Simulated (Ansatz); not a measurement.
Basis-set extrapolation for C4H5BO2S (`OB(O)c1cccs1`) (PBE0-D4/def2-TZVP geometry, frozen core, Ansatz). Multiplicity 1, RHF reference.

```
                      def2-TZVPP   def2-QZVPP
                 HF  -726.586265  -726.612062
    MP2 correlation    -1.376143    -1.477000
CCSD(T) correlation    -1.468435      not run
```

Energies in hartree. Use E(X) = E(∞) + A·exp(−7.88·√X) for Hartree–Fock and E(X) = E(∞) + B·X^(−2.97) for correlation, with X = 3 and 4, and add CCSD(T) minus MP2 of the smaller set to the MP2 limit.

Q: What is the CCSD(T) energy at the basis-set limit?

A: HF limit: -726.612062 + (-0.025797) × 0.13774 = -726.61562. MP2 limit: -1.477000 + (-0.100857) × 0.74074 = -1.55171. Higher-order term: -1.468435 − (-1.376143) = -0.09229. Total: -728.25962 hartree, 5.58 eV below CCSD(T)/def2-TZVPP.
